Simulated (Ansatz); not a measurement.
Reaction (ligand exchange at the Si–N bond): `[SiH3]/N=C/Cl` + `[NH2][Al]([NH2])[F]` → `[NH2][Al]([F])[NH][SiH3]` + `N=CCl`

Program: Ansatz. Geometries: PBE0-D4/def2-TZVP. ΔE: electronic, gas phase. CBS: MP2 limit from def2 TZ/QZ plus the TZ coupled-cluster correction, frozen cores. This one scheme is used for every species. DFT in def2-TZVPP. B3LYP here is the variant with VWN-RPA as its local correlation; programs differ in this. One conformer a species, not always the lowest.

`[SiH3]/N=C/Cl`:

Cartesian coordinates in Å:
```
Si 0.190 1.109 -0.518
N 0.313 -0.131 0.697
C -0.193 -1.258 0.631
Cl -0.014 -2.439 1.906
H -0.615 0.661 -1.691
H -0.450 2.290 0.108
H 1.565 1.448 -0.955
H -0.797 -1.681 -0.178
```

`[NH2][Al]([NH2])[F]`:

Cartesian coordinates in Å:
```
N 0.213 1.562 -0.016
Al -0.470 -0.037 -0.274
N 0.274 -1.524 0.299
F -1.894 -0.150 -1.103
H -0.212 2.413 -0.343
H 1.070 1.762 0.471
H 1.136 -1.587 0.813
H -0.116 -2.439 0.152
```

`[NH2][Al]([F])[NH][SiH3]`:

Z-matrix (Å, degrees):
```
Si
N 1 1.721
H 1 1.490 2 112.7
H 1 1.490 2 112.7 3 -121.4
H 1 1.488 2 107.1 3 119.3
Al 2 1.774 1 128.9 3 -118.8
H 2 1.012 1 115.2 3 61.0
F 6 1.650 2 117.8 1 179.7
N 6 1.754 2 123.1 1 -0.3
H 9 1.006 6 124.4 2 179.9
H 9 1.006 6 124.8 2 -0.1
```

`N=CCl`:

Z-matrix (Å, degrees):
```
C
N 1 1.247
Cl 1 1.729 2 121.0
H 1 1.091 2 128.0 3 180.0
H 2 1.019 1 110.5 3 -180.0
```

```json
{"level": "B3LYP-D4", "ΔE (kJ/mol)": "-7.0"}
{"level": "HF/def2-TZVPP", "ΔE (kJ/mol)": "-10.3"}
{"level": "CCSD/def2-TZVPP", "ΔE (kJ/mol)": "-14.1"}
{"level": "MP2/CBS(def2)", "ΔE (kJ/mol)": "-8.2"}
```

(1) What does CCSD(T)/CBS give? (Estimate.)

Largest T1 diagnostic among the species: 0.013.

Answers

(1) The calculation gave: -12.0 kJ/mol. The listed levels differ from it by 5.0, 1.7, -2.1, 3.8 kJ/mol.
